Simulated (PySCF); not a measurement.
Mg(Me) (CH3Mg), SMILES [CH3][Mg+], charge +1. Geometry: PBE0-D3(BJ)/def2-TZVP. The spin state was assumed, not searched. The isomer is the one that the SMILES or the coordinates give; other isomers of the formula were not compared.

Question: Give the equilibrium geometry at PBE0-D3(BJ)/def2-TZVP (PySCF confirms it by a frequency run) as a Z-matrix, and its point group. (Estimate from the structure and the level; the computed values follow.)

Answer: point group C3v.
```
C
H 1 1.0896
H 1 1.0896 2 111.74
H 1 1.0896 2 111.74 3 126.03
Mg 1 2.0638 2 107.10 3 -116.98
```
Charge +1, spin multiplicity 1.
